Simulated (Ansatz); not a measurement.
Ansatz (a program for electronic structure) input file for C2H12Si4, SMILES [SiH3][SiH]1C[SiH2][SiH2]C1, PBE0-D3(BJ)/def2-SVP. 

Ansatz 0.2 input:
```yaml
crystal:
  periodic: [false, false, false]
  atoms:
    - {symbol: Si, position_ang: [3.10251368, 0.13569315, 0.00000000]}
    - {symbol: Si, position_ang: [0.82383656, -0.45250589, -0.00000000]}
    - {symbol: C, position_ang: [-0.10513701, 0.24155649, -1.51370325]}
    - {symbol: Si, position_ang: [-1.97862417, 0.02879734, -1.18600414]}
    - {symbol: Si, position_ang: [-1.97862418, 0.02879733, 1.18600414]}
    - {symbol: C, position_ang: [-0.10513701, 0.24155649, 1.51370325]}
    - {symbol: H, position_ang: [3.80959876, -0.39197957, -1.22194322]}
    - {symbol: H, position_ang: [3.80959876, -0.39197957, 1.22194322]}
    - {symbol: H, position_ang: [3.22702247, 1.63918092, -0.00000001]}
    - {symbol: H, position_ang: [0.68868382, -1.95723875, -0.00000000]}
    - {symbol: H, position_ang: [0.12208160, 1.32622776, -1.60058044]}
    - {symbol: H, position_ang: [0.21116824, -0.24315308, -2.45976958]}
    - {symbol: H, position_ang: [-2.45541134, -1.29071068, -1.73520923]}
    - {symbol: H, position_ang: [-2.79818155, 1.12383207, -1.81968421]}
    - {symbol: H, position_ang: [-2.45541134, -1.29071068, 1.73520923]}
    - {symbol: H, position_ang: [-2.79818155, 1.12383207, 1.81968422]}
    - {symbol: H, position_ang: [0.21116824, -0.24315308, 2.45976958]}
    - {symbol: H, position_ang: [0.12208161, 1.32622776, 1.60058044]}
basis:
  gaussian:
    orbitals: def2-SVP
hamiltonian:
  xc: pbe0
  dispersion: d3bj
relax: {f_tol: 0.002, max_steps: 200}
```

Output:

```
WARN ansatz: RAYON_NUM_THREADS=2 ignored (pool sized by the plan → 2); use --threads N
Functional definition: PBE0
integrals: 0.17 GiB planned
1686 factors; integrals over basis functions are off by at most 3.6e-4 eV
mean field: 1.28 GiB planned
mean field evaluation 1: about -33745.9298 eV, gradient 5.5e1 eV
mean field evaluation 2: about -33740.1595 eV, gradient 6.8e1 eV
mean field evaluation 4: about -33753.2012 eV, gradient 2.0e0 eV
mean field evaluation 8: about -33753.2165 eV, gradient 5.9e-2 eV
mean field evaluation 16: about -33753.2166 eV, gradient 2.2e-5 eV
mean field -33753.21656109 eV, -1240.4078298680 hartree, gradient 2.2e-5 eV, S^2 0.000000; 0 other end points of the search recorded, 0 dependent functions left out
the calculation of the forces begins
reference -33753.21659845 eV, -1240.4078312409 hartree; 40, 40 occupied and 120, 120 virtual orbitals, 1686 factors
relax step   1: F+E_penalty+E_count = -33753.73064328 eV  Δ(F+E_penalty+E_count) = +0.000e0 eV  max|allowed force component| = 2.418e-1 eV/Å  Δτ_max = 0.0000 Å  (27 SCF iters, accepted)
these checks for a lower state are left out or cut short: starts, cluster_reference, orbital_swaps, neighbouring_geometries, increment
integrals: 0.17 GiB planned
1686 factors; integrals over basis functions are off by at most 3.5e-4 eV
mean field: 1.28 GiB planned
mean field -33753.23032168 eV, -1240.4083355607 hartree, gradient 3.6e-5 eV, S^2 0.000000; 0 other end points of the search recorded, 0 dependent functions left out
the calculation of the forces begins
reference -33753.23035894 eV, -1240.4083369298 hartree; 40, 40 occupied and 120, 120 virtual orbitals, 1686 factors
relax step   2: F+E_penalty+E_count = -33753.74694187 eV  Δ(F+E_penalty+E_count) = -1.630e-2 eV  max|allowed force component| = 9.601e-2 eV/Å  Δτ_max = 0.0192 Å  (24 SCF iters, accepted)
these checks for a lower state are left out or cut short: starts, cluster_reference, orbital_swaps, neighbouring_geometries, increment
integrals: 0.17 GiB planned
1686 factors; integrals over basis functions are off by at most 3.5e-4 eV
mean field: 1.28 GiB planned
mean field -33753.23102554 eV, -1240.4083614267 hartree, gradient 9.5e-6 eV, S^2 0.000000; 0 other end points of the search recorded, 0 dependent functions left out
the calculation of the forces begins
reference -33753.23106276 eV, -1240.4083627949 hartree; 40, 40 occupied and 120, 120 virtual orbitals, 1686 factors
relax step   3: F+E_penalty+E_count = -33753.74838666 eV  Δ(F+E_penalty+E_count) = -1.445e-3 eV  max|allowed force component| = 1.592e-2 eV/Å  Δτ_max = 0.0063 Å  (24 SCF iters, accepted)
these checks for a lower state are left out or cut short: starts, cluster_reference, orbital_swaps, neighbouring_geometries, increment
integrals: 0.17 GiB planned
1686 factors; integrals over basis functions are off by at most 3.5e-4 eV
mean field: 1.28 GiB planned
mean field evaluation 32: about -33753.2308 eV, gradient 1.4e-1 eV
mean field -33753.23089814 eV, -1240.4083567450 hartree, gradient 5.5e-5 eV, S^2 0.000000; 0 other end points of the search recorded, 0 dependent functions left out
the calculation of the forces begins
reference -33753.23093536 eV, -1240.4083581130 hartree; 40, 40 occupied and 120, 120 virtual orbitals, 1686 factors
relax step   4: F+E_penalty+E_count = -33753.74842094 eV  Δ(F+E_penalty+E_count) = -3.428e-5 eV  max|allowed force component| = 8.489e-3 eV/Å  Δτ_max = 0.0035 Å  (19 SCF iters, accepted)
these checks for a lower state are left out or cut short: starts, cluster_reference, orbital_swaps, neighbouring_geometries, increment
integrals: 0.17 GiB planned
1686 factors; integrals over basis functions are off by at most 3.5e-4 eV
mean field: 1.28 GiB planned
mean field -33753.23097873 eV, -1240.4083597065 hartree, gradient 2.1e-5 eV, S^2 0.000000; 0 other end points of the search recorded, 0 dependent functions left out
the calculation of the forces begins
reference -33753.23101595 eV, -1240.4083610745 hartree; 40, 40 occupied and 120, 120 virtual orbitals, 1686 factors
relax step   5: F+E_penalty+E_count = -33753.74843756 eV  Δ(F+E_penalty+E_count) = -1.662e-5 eV  max|allowed force component| = 1.325e-3 eV/Å  Δτ_max = 0.0013 Å  (18 SCF iters, accepted)
integrals: 0.17 GiB planned
1686 factors; integrals over basis functions are off by at most 3.5e-4 eV
mean field: 1.28 GiB planned
mean field -33753.23097873 eV, -1240.4083597065 hartree, gradient 2.1e-5 eV, S^2 0.000000; 1 other end points of the search recorded, 0 dependent functions left out
the calculation of the forces begins
reference -33753.23101595 eV, -1240.4083610745 hartree; 40, 40 occupied and 120, 120 virtual orbitals, 1686 factors
Total energy: -33753.74847479 eV, -1240.4273773360 hartree
Atom 0 at     3.088720     0.135303     0.000000 Å, force     0.000104    -0.000543     0.000000 eV/Å
Atom 1 at     0.818104    -0.450744     0.000000 Å, force    -0.000479     0.000613    -0.000000 eV/Å
Atom 2 at    -0.104848     0.240515    -1.503116 Å, force    -0.000667    -0.001325     0.000034 eV/Å
Atom 3 at    -1.966847     0.028114    -1.181874 Å, force     0.000128     0.000527     0.000196 eV/Å
Atom 4 at    -1.966847     0.028114     1.181874 Å, force     0.000128     0.000527    -0.000196 eV/Å
Atom 5 at    -0.104848     0.240515     1.503116 Å, force    -0.000667    -0.001325    -0.000034 eV/Å
Atom 6 at     3.787763    -0.390741    -1.214536 Å, force    -0.000015    -0.000118     0.000003 eV/Å
Atom 7 at     3.787763    -0.390741     1.214536 Å, force    -0.000015    -0.000118    -0.000003 eV/Å
Atom 8 at     3.211030     1.628772    -0.000000 Å, force     0.000136     0.000010     0.000000 eV/Å
Atom 9 at     0.683990    -1.945543     0.000000 Å, force     0.000015    -0.000241     0.000000 eV/Å
Atom 10 at     0.119020     1.318519    -1.585019 Å, force     0.000193     0.000742     0.000128 eV/Å
Atom 11 at     0.211552    -0.235938    -2.444383 Å, force     0.000348     0.000776    -0.000693 eV/Å
Atom 12 at    -2.440663    -1.283162    -1.725616 Å, force     0.000315    -0.000251     0.000130 eV/Å
Atom 13 at    -2.780376     1.115935    -1.810747 Å, force    -0.000190    -0.000269    -0.000404 eV/Å
Atom 14 at    -2.440663    -1.283162     1.725616 Å, force     0.000315    -0.000251    -0.000130 eV/Å
Atom 15 at    -2.780376     1.115935     1.810747 Å, force    -0.000190    -0.000269     0.000404 eV/Å
Atom 16 at     0.211552    -0.235938     2.444383 Å, force     0.000348     0.000776     0.000693 eV/Å
Atom 17 at     0.119020     1.318519     1.585019 Å, force     0.000193     0.000742    -0.000128 eV/Å
Dipole moment:     0.047753     0.116722     0.000000 e Å
```

The run converged.
